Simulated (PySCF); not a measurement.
This PySCF input asks for the NMR shieldings of `[C@H]1(C#N)[Si@H](CC)CC1`, C6H11NSi; the geometry comes from GFN2-xTB.

```python
import basis_set_exchange as bse
import numpy as np
from pyscf import gto, dft
from pyscf.prop import nmr

atoms = """
C     2.593974    0.845752   -0.530962
C     1.737928   -0.401320   -0.733208
Si    0.238155   -0.441203    0.431663
C    -1.200600   -1.646367    0.064353
C    -2.209899   -0.484645    0.011095
C    -1.237511    0.716111   -0.066536
C    -1.549286    1.787261    0.811603
N    -1.785178    2.628565    1.554140
H     2.014554    1.746307   -0.720389
H     3.448724    0.841575   -1.204775
H     2.966732    0.893482    0.489028
H     1.413530   -0.447404   -1.774490
H     2.350895   -1.286079   -0.560683
H     0.618121   -0.331267    1.842492
H    -1.124510   -2.157159   -0.893873
H    -1.440541   -2.396233    0.812713
H    -2.898278   -0.532143   -0.831813
H    -2.796613   -0.433272    0.927560
H    -1.150000    1.107289   -1.082306
"""
names = dict.fromkeys(["C", "Si", "N", "H"], "pcSseg-1")
basis = {el: gto.basis.parse(bse.get_basis(n, elements=[el], fmt="nwchem")) for el, n in names.items()}
mol = gto.M(atom=atoms, basis=basis, charge=0, verbose=0)
mf = dft.RKS(mol, xc="PBE0")
mf.grids.level = 2
mf.grids.alignment = dft.numint.BLKSIZE   # the property module wants whole blocks of grid points
mf.conv_tol = 1e-9
mf.kernel()

calc = nmr.RKS(mf)   # GIAO
C = mf.mo_coeff
Co = C[:, mf.mo_occ > 0]
resp = mf.gen_response(singlet=True, hermi=2)
def vind(x):   # induced exchange potential for any number of trial vectors
    d = np.einsum("pi,xij,qj->xpq", C, 2 * x.reshape(-1, C.shape[1], Co.shape[1]), Co, optimize=True)
    return np.einsum("xpq,pi,qj->xij", resp(d - d.transpose(0, 2, 1)), C, Co, optimize=True).ravel()
mo1, _ = nmr.rhf.solve_mo1(calc, with_cphf=vind)
sigma = calc.kernel(mo1)
for i, s in enumerate(sigma):   # ppm
    w = np.linalg.eigvalsh((s + s.T) / 2)
    print("%2d %-2s iso %8.1f  s11 %8.1f  s22 %8.1f  s33 %8.1f" % (i, mol.atom_pure_symbol(i), w.mean(), *w))
```

**Question.** What does it print?

**Answer.** 
```
 0 C  iso    177.9  s11    170.0  s22    175.6  s33    188.2
 1 C  iso    174.2  s11    170.5  s22    170.8  s33    181.2
 2 Si iso    341.6  s11    297.8  s22    354.0  s33    372.9
 3 C  iso    174.4  s11    152.5  s22    176.3  s33    194.3
 4 C  iso    160.9  s11    146.0  s22    156.8  s33    179.8
 5 C  iso    173.1  s11    154.9  s22    179.7  s33    184.7
 6 C  iso     60.3  s11    -60.7  s22    -54.7  s33    296.3
 7 N  iso    -28.4  s11   -188.6  s22   -164.7  s33    268.0
 8 H  iso     30.6  s11     25.8  s22     30.1  s33     36.0
 9 H  iso     30.3  s11     25.1  s22     27.5  s33     38.2
10 H  iso     30.7  s11     26.1  s22     28.8  s33     37.2
11 H  iso     30.7  s11     26.3  s22     29.6  s33     36.2
12 H  iso     30.8  s11     26.0  s22     29.2  s33     37.1
13 H  iso     26.7  s11     24.0  s22     25.8  s33     30.2
14 H  iso     30.3  s11     27.1  s22     28.2  s33     35.7
15 H  iso     30.3  s11     26.1  s22     27.4  s33     37.3
16 H  iso     29.1  s11     24.7  s22     27.1  s33     35.5
17 H  iso     29.3  s11     25.4  s22     28.7  s33     33.9
18 H  iso     29.5  s11     26.5  s22     28.6  s33     33.3
```

These numbers come from an equivalent density-fitted implementation of the same equations, which agrees with the script to about 0.01 ppm for H and up to a few tenths of a ppm for heavy atoms, so last digits may differ.

**Question.** Turn these shieldings into chemical shifts. Scale: TMS for ¹³C (186.93 ppm) and ²⁹Si (349.16 ppm) and ¹H (31.72 ppm); NH3 for ¹⁵N (267.73 ppm) (reference shieldings calculated alike).

**Answer.** Averaging equivalent atoms: C 6: 126.6; C 4: 26.0; C 5: 13.8; C 1: 12.8; C 3: 12.6; C 0: 9.0; Si 2: 7.6; N 7: 296.2; H 13: 5.06; H 16: 2.61; H 17: 2.38; H 18: 2.22; H 15: 1.44; H 14: 1.39; H 8/9/10: 1.19; H 11: 1.00; H 12: 0.95 ppm. Experimental scales use liquid or dissolved standards, which lie at an offset from isolated NH3 (liquid NH3: subtract about 20 ppm). Unscaled 15N shifts of sp2 nitrogen come out 20 to 40 ppm too high even then.

Size and cost of the density-fitted run: 198 basis functions, 67 s wall time on 1 thread of an Intel Xeon, shared host; peak memory 0.91 GiB.
